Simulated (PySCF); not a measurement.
Two species compared at the same levels of theory.

First species: C5H10NP.
Numbering: `[CH3:1][C:2]1=[CH:3][P:4]([NH2:5])[CH2:6][CH2:7]1` (hydrogens: H8, H9, H10 on C1; H11 on C3; H12, H13 on N5; H14, H15 on C6; H16, H17 on C7)

Second species: C3H8N (charge +1).
SMILES: `C=[N+](C)C`

Levels: CAM-B3LYP/def2-SVPD for HOMO energy, LUMO energy, HOMO–LUMO gap and static isotropic polarisability; TDDFT CAM-B3LYP/def2-SVPD for lowest singlet excitation; TDA CAM-B3LYP/def2-SVPD for lowest triplet excitation (Tamm–Dancoff). Geometries: GFN2-xTB. All species are isolated and taken at one optimised geometry, non-relativistic unless stated; the electronic structure was computed with PySCF and density fitting.

| property | column X | column Y |
| --- | --- | --- |
| HOMO energy | -16.63 eV | -7.49 eV |
| LUMO energy | -6.14 eV | 1.04 eV |
| HOMO–LUMO gap | 10.49 eV | 8.53 eV |
| lowest singlet excitation | 7.63 eV | 5.51 eV |
| lowest triplet excitation (Tamm–Dancoff) | 4.76 eV | 4.08 eV |
| static isotropic polarisability | 40.4 au | 91.1 au |

(1) Which column belongs to which species?

(2) How does each property change from the first species to the second?

Results:

(1) Column X is the second species and column Y the first. The first has 17 atoms and 62 electrons, the second 12 and 32; their charges are 0 and +1, their HOMO energies -7.49 eV and -16.63 eV.

(2) HOMO energy -9.14 eV; LUMO energy -7.18 eV; HOMO–LUMO gap +1.96 eV; lowest singlet excitation +2.12 eV; lowest triplet excitation (Tamm–Dancoff) +0.68 eV; static isotropic polarisability -50.7 au.

On the first: No computed singlet falls in the visible range (750 to 380 nm, 1.65 to 3.26 eV); S1 lies 2.25 eV above its blue end. The principal polarisabilities are 73.1, 86.6 and 113.6 au; their mean is the isotropic value.

On the second: The 8 singlets span 7.63 to 11.26 eV, and their oscillator strengths add up to 0.42. S1 lies 2.86 eV below the HOMO–LUMO gap; its leading configuration is HOMO→LUMO, weight 0.98.

One conformer stands for the species.
